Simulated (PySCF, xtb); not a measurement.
C3H5BF2O, SMILES CB(O)/C(F)=C\F.

GFN2-xTB in xtb 6.7.1 at its own geometry gives an orbital gap of 4.13 eV and a dipole moment of 2.47 D.

The structure is a stationary point at PBE0-D3(BJ)/def2-SVP. The structure was generated by enumeration; whether it is a known compound was not checked. One conformer was computed; it need not be the lowest.

Problem. What does PBE/def2-TZVP (PySCF) give? (The exact figures need the calculation; the answer reports its results.)

Solution. gap 4.14 eV (levels -6.06 and -1.92 eV), dipole 1.67 D.
